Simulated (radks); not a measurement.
Fractional charge and spin in the 2s shell of magnesium: the spin-up occupation runs from 0 to 1 and the spin-down occupation from 0 to 1; the fullest corner is Mg2+, [He] 2p6 2s(up 1, down 1). Calculated with a radial shooting solver on a logarithmic mesh with Libxc functionals: scalar-relativistic Kohn-Sham, BLYP, spin-polarised, spherical densities, finite nucleus; Fermi nuclear charge, rms radius of each element as measured or else 0.836 A^(1/3) + 0.57 fm. Energy (eV) minus the two flat planes that join the four corners (they meet along the diagonal where the two added fractions sum to one electron); zero is where a piecewise linear energy would lie.

| down \ up | 0 | 0.5 | 1 |
|---|---|---|---|
| 0 | 0.000 | -3.645 | 0.000 |
| 0.5 | -3.645 | 0.746 | -3.381 |
| 1 | 0.000 | -3.381 | 0.000 |

Corners above the fullest one (they belong to Mg3+ and the next ion): (up 1, down 0) 113.21 eV, (up 0, down 1) 113.21 eV, (up 0, down 0) 257.52 eV. With half an added electron in each spin the energy lies 0.746 eV from the planes, and with half an added electron in spin up alone -3.645 eV. The planes are only a guide here: the flat-plane condition holds for ground states with one frontier orbital, while this shell lies below other occupied shells, so the corners above the fullest one are inner-hole states and not the ground states of those ions.
